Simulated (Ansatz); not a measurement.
Ideal-gas functions of C2HF2Sn (`C#[C][Sn]([F])[F]`) radical at 400 K and 1 bar, from an Ansatz frequency run at PBE0-D4/def2-TZVP.

Molar mass 181.74 g/mol, point group Cs (symmetry number 1), electronic degeneracy 2, moments of inertia 110.292, 233.94, 294.813 u Å². Harmonic wavenumbers (cm⁻¹, unscaled): 87, 107, 167, 229, 249, 450, 618, 620, 735, 736, 2131, 3456.

Use S(trans) = R[1.5 ln M + 2.5 ln T − 1.1517]; rotational temperatures θ = 24.2544 K / I; S(rot) = R[ln(√π/σ · √(T³/θAθBθC)) + 1.5]; for each mode x = 1.438777 ν̃/T, S = R[x/(eˣ − 1) − ln(1 − e⁻ˣ)] and H = RT x/(eˣ − 1); 1 cm⁻¹ = 0.0119627 kJ/mol; R = 8.31446 J/(mol·K).

**Question.** By hand: the entropy, in J/(mol·K).

**Answer.** Translation 179.8. Rotation: θ = 0.2199, 0.1037, 0.0823 K, giving 118.1. Vibration, mode by mode: 18.01, 16.30, 12.68, 10.16, 9.50, 5.16, 3.20, 3.18, 2.30, 2.29, 0.03, 0.00, in all 82.8. Electronic 5.8. Sum 386.5 J/(mol·K).

**Question.** By hand: H − E and G − E in kJ/mol, counted from the electronic energy.

**Answer.** Zero-point energy ½ × 9585 × 0.0119627 = 57.3; thermal vibration 16.7; translation, rotation and pV give 4 RT = 13.3. H − E = 87.3 kJ/mol, and G − E = 87.3 − 400 × 386.5/1000 = -67.3 kJ/mol.

Vibration gives 21 % of the entropy, 34.3 J/(mol·K) of it from the modes under 150 cm⁻¹: soft modes count most, and the harmonic formula is weakest for them.
